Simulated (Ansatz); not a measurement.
Ansatz (a program for electronic structure) input (FCI/STO-3G):

Ansatz 0.2 input:
```yaml
crystal:
  periodic: [false, false, false]
  atoms:
    - {symbol: B, position_ang: [-1.57671103, 0.08556341, -0.16143477]}
    - {symbol: Br, position_ang: [0.29141256, 0.00806264, 0.01389763]}
    - {symbol: H, position_ang: [-2.31588439, -0.71000955, 0.32075689]}
basis:
  gaussian:
    orbitals: STO-3G
magnetization: {spin_polarized: true, initial_magnetization: 1}
correlation: {method: fci, electrons: outside_noble_gas}
```

End of the output:

```
integrals: 0.00 GiB planned
302 factors; integrals over basis functions are off by at most 5.0e-8 eV
mean field: 0.07 GiB planned
mean field evaluation 1: about -69919.7839 eV, gradient 1.0e1 eV
mean field evaluation 2: about -69919.7997 eV, gradient 1.0e1 eV
mean field evaluation 4: about -69921.2753 eV, gradient 1.6e0 eV
mean field evaluation 8: about -69921.3384 eV, gradient 1.2e-2 eV
mean field -69921.33841259 eV, -2569.5617922773 hartree, gradient 5.9e-7 eV, S^2 0.753563; 0 other end points of the search recorded, 0 dependent functions left out
mean field evaluation 16: about -69921.3222 eV, gradient 1.2e-1 eV
15 core orbitals not correlated
reference -69921.32224614 eV, -2569.5611981713 hartree; 6, 5 occupied and 3, 4 virtual orbitals, 302 factors
configuration interaction: 0.04 GiB planned
state -69922.64888058 eV, -2569.6099510877 hartree
Total energy: -69922.64888058 eV, -2569.6099510877 hartree
```

It need not be the lowest isomer of its formula.
